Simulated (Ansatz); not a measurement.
A run for Ansatz (a quantum-chemistry and plane-wave program): R-wB97X-V/def2-TZVPP on CH5O (SMILES C[OH2+]). Charge +1.

Ansatz 0.2 input:
```yaml
crystal:
  periodic: [false, false, false]
  atoms:
    - {symbol: C, position_ang: [-0.77576417, 0.13460231, 0.06942556]}
    - {symbol: O, position_ang: [0.70073066, -0.10868169, -0.13586300]}
    - {symbol: H, position_ang: [-1.26607165, -0.58750211, -0.57716573]}
    - {symbol: H, position_ang: [-0.93644735, 1.15384359, -0.27005142]}
    - {symbol: H, position_ang: [-1.00157030, -0.00850953, 1.12322982]}
    - {symbol: H, position_ang: [0.98819994, -1.02015622, 0.04759461]}
    - {symbol: H, position_ang: [1.28083279, 0.52577035, 0.32024362]}
basis:
  gaussian:
    orbitals: def2-TZVPP
hamiltonian:
  xc: {name: wB97X-V}
total_charge: 1
accuracy: high
phonons: {}
scf: {lower_state_search: off}
```

It printed:

```
Functional definition: wB97X-V
[...]
these checks for a lower state are left out or cut short: stability, starts, cluster_reference, orbital_swaps, neighbouring_geometries, increment
integrals: 0.28 GiB planned
2550 factors; integrals over basis functions are off by at most 2.2e-9 eV
integrals: 0.49 GiB planned
307 factors; integrals over basis functions are off by at most 8.8e-10 eV
mean field: 0.89 GiB planned
mean field evaluation 1: about -3150.4957 eV, gradient 6.6e1 eV
mean field evaluation 2: about -3151.8240 eV, gradient 6.1e1 eV
mean field evaluation 4: about -3157.4161 eV, gradient 1.5e0 eV
mean field evaluation 8: about -3157.4238 eV, gradient 4.5e-3 eV
mean field evaluation 16: about -3157.4238 eV, gradient 3.0e-7 eV
mean field -3157.42379941 eV, -116.0331844495 hartree, gradient 6.0e-8 eV, S^2 0.000000; 0 other end points of the search recorded, 0 dependent functions left out
the calculation of the forces begins
reference -3157.42379926 eV, -116.0331844440 hartree; 9, 9 occupied and 123, 123 virtual orbitals, 2550 factors
these checks for a lower state are left out or cut short: stability, starts, cluster_reference, orbital_swaps, neighbouring_geometries, increment
integrals: 0.28 GiB planned
2550 factors; integrals over basis functions are off by at most 2.2e-9 eV
integrals: 0.49 GiB planned
307 factors; integrals over basis functions are off by at most 8.8e-10 eV
mean field: 0.89 GiB planned
mean field -3157.42369492 eV, -116.0331806098 hartree, gradient 4.5e-8 eV, S^2 0.000000; 0 other end points of the search recorded, 0 dependent functions left out
the calculation of the forces begins
reference -3157.42369477 eV, -116.0331806043 hartree; 9, 9 occupied and 123, 123 virtual orbitals, 2550 factors
these checks for a lower state are left out or cut short: stability, starts, cluster_reference, orbital_swaps, neighbouring_geometries, increment
integrals: 0.28 GiB planned
2550 factors; integrals over basis functions are off by at most 2.2e-9 eV
integrals: 0.49 GiB planned
307 factors; integrals over basis functions are off by at most 8.8e-10 eV
mean field: 0.89 GiB planned
mean field evaluation 32: about -3157.4237 eV, gradient 2.5e-8 eV
mean field -3157.42369628 eV, -116.0331806597 hartree, gradient 4.9e-8 eV, S^2 0.000000; 0 other end points of the search recorded, 0 dependent functions left out
the calculation of the forces begins
reference -3157.42369613 eV, -116.0331806543 hartree; 9, 9 occupied and 123, 123 virtual orbitals, 2550 factors
these checks for a lower state are left out or cut short: stability, starts, cluster_reference, orbital_swaps, neighbouring_geometries, increment
integrals: 0.28 GiB planned
2550 factors; integrals over basis functions are off by at most 2.2e-9 eV
integrals: 0.49 GiB planned
307 factors; integrals over basis functions are off by at most 8.8e-10 eV
mean field: 0.89 GiB planned
mean field -3157.42360288 eV, -116.0331772271 hartree, gradient 4.4e-8 eV, S^2 0.000000; 0 other end points of the search recorded, 0 dependent functions left out
the calculation of the forces begins
reference -3157.42360273 eV, -116.0331772216 hartree; 9, 9 occupied and 123, 123 virtual orbitals, 2550 factors
these checks for a lower state are left out or cut short: stability, starts, cluster_reference, orbital_swaps, neighbouring_geometries, increment
integrals: 0.28 GiB planned
2550 factors; integrals over basis functions are off by at most 2.2e-9 eV
integrals: 0.49 GiB planned
307 factors; integrals over basis functions are off by at most 8.8e-10 eV
mean field: 0.89 GiB planned
mean field -3157.42360294 eV, -116.0331772295 hartree, gradient 4.6e-8 eV, S^2 0.000000; 0 other end points of the search recorded, 0 dependent functions left out
the calculation of the forces begins
reference -3157.42360279 eV, -116.0331772240 hartree; 9, 9 occupied and 123, 123 virtual orbitals, 2550 factors
these checks for a lower state are left out or cut short: stability, starts, cluster_reference, orbital_swaps, neighbouring_geometries, increment
integrals: 0.28 GiB planned
2550 factors; integrals over basis functions are off by at most 2.2e-9 eV
integrals: 0.49 GiB planned
307 factors; integrals over basis functions are off by at most 8.8e-10 eV
mean field: 0.89 GiB planned
mean field -3157.42364414 eV, -116.0331787435 hartree, gradient 3.8e-8 eV, S^2 0.000000; 0 other end points of the search recorded, 0 dependent functions left out
the calculation of the forces begins
reference -3157.42364399 eV, -116.0331787380 hartree; 9, 9 occupied and 123, 123 virtual orbitals, 2550 factors
these checks for a lower state are left out or cut short: stability, starts, cluster_reference, orbital_swaps, neighbouring_geometries, increment
integrals: 0.28 GiB planned
2550 factors; integrals over basis functions are off by at most 2.2e-9 eV
integrals: 0.49 GiB planned
307 factors; integrals over basis functions are off by at most 8.8e-10 eV
mean field: 0.89 GiB planned
mean field -3157.42364379 eV, -116.0331787309 har
[...]
28 GiB planned
2550 factors; integrals over basis functions are off by at most 2.2e-9 eV
integrals: 0.49 GiB planned
307 factors; integrals over basis functions are off by at most 8.8e-10 eV
mean field: 0.89 GiB planned
mean field -3157.42377911 eV, -116.0331837036 hartree, gradient 1.6e-8 eV, S^2 0.000000; 0 other end points of the search recorded, 0 dependent functions left out
the calculation of the forces begins
reference -3157.42377896 eV, -116.0331836982 hartree; 9, 9 occupied and 123, 123 virtual orbitals, 2550 factors
these checks for a lower state are left out or cut short: stability, starts, cluster_reference, orbital_swaps, neighbouring_geometries, increment
integrals: 0.28 GiB planned
2550 factors; integrals over basis functions are off by at most 2.2e-9 eV
integrals: 0.49 GiB planned
307 factors; integrals over basis functions are off by at most 8.8e-10 eV
mean field: 0.89 GiB planned
mean field -3157.42377813 eV, -116.0331836677 hartree, gradient 1.3e-8 eV, S^2 0.000000; 0 other end points of the search recorded, 0 dependent functions left out
the calculation of the forces begins
reference -3157.42377798 eV, -116.0331836622 hartree; 9, 9 occupied and 123, 123 virtual orbitals, 2550 factors
these checks for a lower state are left out or cut short: stability, starts, cluster_reference, orbital_swaps, neighbouring_geometries, increment
integrals: 0.28 GiB planned
2550 factors; integrals over basis functions are off by at most 2.2e-9 eV
integrals: 0.49 GiB planned
307 factors; integrals over basis functions are off by at most 8.8e-10 eV
mean field: 0.89 GiB planned
mean field evaluation 128: about -3157.4237 eV, gradient 2.7e-8 eV
mean field -3157.42373887 eV, -116.0331822249 hartree, gradient 2.7e-8 eV, S^2 0.000000; 0 other end points of the search recorded, 0 dependent functions left out
the calculation of the forces begins
reference -3157.42373872 eV, -116.0331822195 hartree; 9, 9 occupied and 123, 123 virtual orbitals, 2550 factors
these checks for a lower state are left out or cut short: stability, starts, cluster_reference, orbital_swaps, neighbouring_geometries, increment
integrals: 0.28 GiB planned
2550 factors; integrals over basis functions are off by at most 2.2e-9 eV
integrals: 0.49 GiB planned
307 factors; integrals over basis functions are off by at most 8.8e-10 eV
mean field: 0.89 GiB planned
mean field -3157.42373923 eV, -116.0331822379 hartree, gradient 3.5e-8 eV, S^2 0.000000; 0 other end points of the search recorded, 0 dependent functions left out
the calculation of the forces begins
reference -3157.42373908 eV, -116.0331822324 hartree; 9, 9 occupied and 123, 123 virtual orbitals, 2550 factors
these checks for a lower state are left out or cut short: stability, starts, cluster_reference, orbital_swaps, neighbouring_geometries, increment
integrals: 0.28 GiB planned
2550 factors; integrals over basis functions are off by at most 2.2e-9 eV
integrals: 0.49 GiB planned
307 factors; integrals over basis functions are off by at most 8.8e-10 eV
mean field: 0.89 GiB planned
mean field -3157.42377046 eV, -116.0331833857 hartree, gradient 1.6e-8 eV, S^2 0.000000; 0 other end points of the search recorded, 0 dependent functions left out
the calculation of the forces begins
reference -3157.42377031 eV, -116.0331833802 hartree; 9, 9 occupied and 123, 123 virtual orbitals, 2550 factors
these checks for a lower state are left out or cut short: stability, starts, cluster_reference, orbital_swaps, neighbouring_geometries, increment
integrals: 0.28 GiB planned
2550 factors; integrals over basis functions are off by at most 2.2e-9 eV
integrals: 0.49 GiB planned
307 factors; integrals over basis functions are off by at most 8.8e-10 eV
mean field: 0.89 GiB planned
mean field -3157.42377029 eV, -116.0331833793 hartree, gradient 1.5e-8 eV, S^2 0.000000; 0 other end points of the search recorded, 0 dependent functions left out
the calculation of the forces begins
reference -3157.42377014 eV, -116.0331833738 hartree; 9, 9 occupied and 123, 123 virtual orbitals, 2550 factors
these checks for a lower state are left out or cut short: stability, starts, cluster_reference, orbital_swaps, neighbouring_geometries, increment
integrals: 0.28 GiB planned
2550 factors; integrals over basis functions are off by at most 2.2e-9 eV
integrals: 0.49 GiB planned
307 factors; integrals over basis functions are off by at most 8.8e-10 eV
mean field: 0.89 GiB planned
mean field -3157.42366174 eV, -116.0331793901 hartree, gradient 3.8e-8 eV, S^2 0.000000; 0 other end points of the search recorded, 0 dependent functions left out
the calculation of the forces begins
reference -3157.42366159 eV, -116.0331793847 hartree; 9, 9 occupied and 123, 123 virtual orbitals, 2550 factors
these checks for a lower state are left out or cut short: stability, starts, cluster_reference, orbital_swaps, neighbouring_geometries, increment
integrals: 0.28 GiB planned
2550 factors; integrals over basis functions are off by at most 2.2e-9 eV
integrals: 0.49 GiB planned
307 factors; integrals over basis functions are off by at most 8.8e-10 eV
mean field: 0.89 GiB planned
mean field -3157.42366306 eV, -116.0331794388 hartree, gradient 3.0e-8 eV, S^2 0.000000; 0 other end points of the search recorded, 0 dependent functions left out
the calculation of the forces begins
reference -3157.42366291 eV, -116.0331794333 hartree; 9, 9 occupied and 123, 123 virtual orbitals, 2550 factors
these checks for a lower state are left out or cut short: stability, starts, cluster_reference, orbital_swaps, neighbouring_geometries, increment
integrals: 0.28 GiB planned
2550 factors; integrals over basis functions are off by at most 2.2e-9 eV
integrals: 0.49 GiB planned
307 factors; integrals over basis functions are off by at most 8.8e-10 eV
mean field: 0.89 GiB planned
mean field evaluation 160: about -3157.4238 eV, gradient 1.0e-1 eV
mean field -3157.42379008 eV, -116.0331841069 hartree, gradient 2.0e-8 eV, S^2 0.000000; 0 other end points of the search recorded, 0 dependent functions left out
the calculation of the forces begins
reference -3157.42378993 eV, -116.0331841014 hartree; 9, 9 occupied and 123, 123 virtual orbitals, 2550 factors
these checks for a lower state are left out or cut short: stability, starts, cluster_reference, orbital_swaps, neighbouring_geometries, increment
integrals: 0.28 GiB planned
2550 factors; integrals over basis functions are off by at most 2.2e-9 eV
integrals: 0.49 GiB planned
307 factors; integrals over basis functions are off by at most 8.8e-10 eV
mean field: 0.89 GiB planned
mean field -3157.42379027 eV, -116.0331841138 hartree, gradient 1.8e-8 eV, S^2 0.000000; 0 other end points of the search recorded, 0 dependent functions left out
the calculation of the forces begins
reference -3157.42379012 eV, -116.0331841083 hartree; 9, 9 occupied and 123, 123 virtual orbitals, 2550 factors
Total energy: -3157.42379926 eV, -116.0331844440 hartree
Atom 0 at    -0.775764     0.134602     0.069426 Å, force    -0.000094     0.000047    -0.000165 eV/Å
Atom 1 at     0.700731    -0.108682    -0.135863 Å, force    -0.000088    -0.000022     0.000221 eV/Å
Atom 2 at    -1.266072    -0.587502    -0.577166 Å, force    -0.000037     0.000102    -0.000015 eV/Å
Atom 3 at    -0.936447     1.153844    -0.270051 Å, force    -0.000070    -0.000071    -0.000046 eV/Å
Atom 4 at    -1.001570    -0.008510     1.123230 Å, force     0.000186    -0.000042     0.000037 eV/Å
Atom 5 at     0.988200    -1.020156     0.047595 Å, force     0.000055     0.000011    -0.000012 eV/Å
Atom 6 at     1.280833     0.525770     0.320244 Å, force     0.000048    -0.000025    -0.000019 eV/Å
Dipole moment:     0.301399    -0.097253     0.227935 e Å
Vibrations: 231.15 696.49 842.00 937.64 1176.14 1290.33 1473.27 1482.62 1486.81 1686.30 3110.29 3237.03 3242.48 3690.87 3766.01 cm⁻¹, zero-point energy 1.757442 eV
Checks for a lower state left out: stability, starts, cluster_reference, orbital_swaps, neighbouring_geometries, increment
```

The calculation finished and met its thresholds.

Cost: about 9 core-minutes (a rough figure).
